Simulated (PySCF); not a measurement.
SCF from a fresh guess for singlet HfH₄, at the PBE0 minimum. PySCF input:

```python
from pyscf import gto, scf, dft
mol = gto.M(atom='''
Hf     0.000000     0.000000     0.000000
H      1.066360     1.066360    -1.066360
H      1.066360    -1.066360     1.066360
H     -1.066360     1.066360     1.066360
H     -1.066360    -1.066360    -1.066360''',
    basis={'Hf': 'def2-TZVP', 'H': 'def2-TZVP'},
    ecp={'Hf': 'def2-TZVP'},
    charge=0, spin=0)
mf = dft.RKS(mol, xc='PBE0')
mf.grids.atom_grid = (50, 194)
aux = {'Hf': 'def2-universal-JKFIT', 'H': 'def2-universal-JKFIT'}
mf = mf.density_fit(auxbasis=aux)
mf.conv_tol = 1e-08
mf.diis_space = 10
mf.max_cycle = 60
mf.init_guess = 'minao'
mf.verbose = 4
mf.kernel()
```

Excerpt of the output (cycles and frontier levels):

```
init E= -31.8654897361932
  HOMO = -0.466109830551598  LUMO = -0.299616199098078  gap/eV = 4.53052
cycle= 1 E= -50.2661161503657  delta_E= -18.4  |g|= 0.36  |ddm|= 5.03
  HOMO = -0.262830594955403  LUMO = -0.00411460326439906  gap/eV = 7.04002
cycle= 2 E= -50.2767840881808  delta_E= -0.0107  |g|= 0.269  |ddm|= 0.973
  HOMO = -0.308621759761348  LUMO = -0.0812893062463825  gap/eV = 6.18603
cycle= 3 E= -50.3013928992814  delta_E= -0.0246  |g|= 0.0538  |ddm|= 0.44
  HOMO = -0.311397219523678  LUMO = -0.0758183814962829  gap/eV = 6.41043
cycle= 4 E= -50.3024288819186  delta_E= -0.00104  |g|= 0.00299  |ddm|= 0.0736
  HOMO = -0.310406281976354  LUMO = -0.0752224493136173  gap/eV = 6.39968
cycle= 5 E= -50.3024318387449  delta_E= -2.96e-06  |g|= 0.000398  |ddm|= 0.00299
  HOMO = -0.310486472971381  LUMO = -0.0753357166130253  gap/eV = 6.39878
cycle= 6 E= -50.3024318930494  delta_E= -5.43e-08  |g|= 1.19e-05  |ddm|= 0.000612
  HOMO = -0.310485185608861  LUMO = -0.0753372874105018  gap/eV = 6.39870
cycle= 7 E= -50.3024318931369  delta_E= -8.75e-11  |g|= 2.12e-06  |ddm|= 3.69e-05
  HOMO = -0.310485910498064  LUMO = -0.0753384663819997  gap/eV = 6.39869
Extra cycle  E= -50.3024318931382  delta_E= -1.34e-12  |g|= 1.89e-06  |ddm|= 8.52e-06
converged SCF energy = -50.3024318931382
```

No lower solution of this spin was found by a stability analysis within the restricted form, which does not test spin polarisation.

Stability towards spin polarisation was not tested. No spin–orbit coupling is included, which matters more the heavier the element.

The search for the lowest solution, with the stability check, took 1.3 s on 2 threads of a shared Arm Neoverse V2 host, with 64 basis functions; the process peaked at 0.3 GiB. Launch command: `OMP_NUM_THREADS=2 python axn.py task.json out`.
